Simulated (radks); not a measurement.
The numbers below are computed, except where a source is named.
Spin polarisation of the 3d5 shell in Cr. Start: [Ar] 3d(up 2.5, down 2.5) 4s(up 0.5, down 0.5); electrons of 3d are moved from spin down to spin up, other shells keep equal spins. Code: a radial shooting solver on a logarithmic mesh with Libxc functionals. Model: scalar-relativistic Kohn-Sham, PBE, spin-polarised, spherical densities, point nucleus.

| moment (Bohr magnetons) | E - E(0) (eV) | e(3d up) (eV) | e(3d down) (eV) | 4s down minus up (eV) | 3p down minus up (eV) |
|---|---|---|---|---|---|
| 0 | 0.000 | -2.913 | -2.913 | 0.000 | 0.000 |
| 1 | -0.188 | -3.261 | -2.511 | 0.236 | 0.896 |
| 2 | -0.749 | -3.548 | -2.056 | 0.477 | 1.786 |
| 3 | -1.677 | -3.763 | -1.546 | 0.729 | 2.665 |
| 4 | -2.959 | -3.873 | -0.972 | 0.997 | 3.516 |
| 5 | -4.562 | -3.768 | -0.283 | 1.293 | 4.299 |

At moment 5 the spin-polarisation energy is -4.562 eV and the 3d exchange splitting 3.485 eV, that is 0.697 eV per Bohr magneton; E = -I m^2/4 would give I = 0.730 eV.
